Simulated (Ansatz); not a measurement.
```yaml
crystal:
  periodic: [false, false, false]
  atoms:
    - {symbol: C, position_ang: [-0.806068, 2.172002, 0.842454]}
    - {symbol: S, position_ang: [0.007797, 2.161515, -1.287195]}
    - {symbol: Al, position_ang: [0.708316, -0.439487, -1.564055]}
    - {symbol: C, position_ang: [0.434570, -2.139567, 0.142605]}
    - {symbol: F, position_ang: [1.525202, -0.931363, -3.394461]}
    - {symbol: H, position_ang: [-0.042054, 3.005039, 1.601031]}
    - {symbol: H, position_ang: [-0.799713, 0.931751, 1.404524]}
    - {symbol: H, position_ang: [-2.085437, 2.636341, 0.815515]}
    - {symbol: H, position_ang: [-0.878267, -2.299649, 0.489242]}
    - {symbol: H, position_ang: [1.118555, -1.825359, 1.283816]}
    - {symbol: H, position_ang: [0.898725, -3.342223, -0.307726]}
basis:
  gaussian: {orbitals: def2-SVPD, final_grid: {core_spheres: 8, valence_spheres: 7, degree: 23}}
hamiltonian: {xc: {name: B3LYP-D3}}
```

```sh
$ ansatz run in.yaml --threads 4 --pin off --events-out ev --progress --plain --max-ram 10444MiB
```

How does Ansatz answer? (An estimate is asked.)

The calculation gave: The input was rejected before any iteration.
```
Error: YAML parse error: error: line 17 column 19: hamiltonian.xc: no functional is named "B3LYP-D3"; the names, which are not case-sensitive, are SVWN5, SPW92, PBE, PBE0, PBEsol, revPBE, revPBE0, RPBE, rPW86-PBE, HSE06, wPBEh, LC-wPBE, HISS, HF, BLYP, B3LYP, B3LYP5, BHLYP, CAM-B3LYP, r2SCAN, r2SCANh, r2SCAN0, r2SCAN50, m-r2SCAN, B97, wB97, wB97X, wB97X-V, B97M-V, wB97M-V, B2PLYP, B2GP-PLYP, PBE0-DH, PBE-QIDH
15 | basis:
16 |   gaussian: {orbitals: def2-SVPD, final_grid: {core_spheres: 8, valence_spheres: 7,…
17 | hamiltonian: {xc: {name: B3LYP-D3}}
```

HSE06 is defined as in plane-wave codes.
